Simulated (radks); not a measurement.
Initial-state core-level shifts of the hafnium ion Hf+ when its valence configuration changes from [Xe] 4f14 5d1 6s2. All-electron calculation, scalar-relativistic Kohn-Sham, PBE, spin-polarised, spherical densities, finite nucleus; open shells are filled with parallel spins first (spin-orbit coupling, left out, can overturn this in heavy ions); Fermi nuclear charge, rms radius 5.347 fm. Program: a radial shooting solver on a logarithmic mesh with Libxc functionals. Shifts are changes of the shell-averaged eigenvalues in eV (positive: less bound); the change of the density at the nucleus, which sets a Mossbauer isomer shift, is in e/bohr^3, on a base of 1.282e+06.

| valence | 2s | 3s | 4p | 4d | density at nucleus |
|---|---|---|---|---|---|
| 4f14 6s2 6p1 | -4.239 | -4.167 | -4.185 | -4.201 | +24.8 |
| 4f13 5d1 6s2 6p1 | -13.742 | -14.783 | -13.870 | -13.544 | +98.0 |
| 4f14 6p3 | -6.850 | -6.764 | -6.797 | -6.814 | -137.1 |
| 4f14 5d1 6s1 6p1 | -1.341 | -1.337 | -1.344 | -1.345 | -68.7 |
| 4f12 5d1 6s2 6p2 | -28.690 | -30.920 | -28.722 | -28.009 | +207.4 |
| 4f13 5d2 6s1 6p1 | -10.558 | -11.668 | -10.760 | -10.422 | -1.7 |
| 4f13.5 5d1.5 6s2 | -4.548 | -5.081 | -4.665 | -4.503 | +34.6 |
| 4f14 5d1 6s1.5 6p0.5 | -0.710 | -0.707 | -0.711 | -0.711 | -33.3 |
| 4f14 5d1 6p2 | -2.765 | -2.756 | -2.769 | -2.769 | -145.4 |
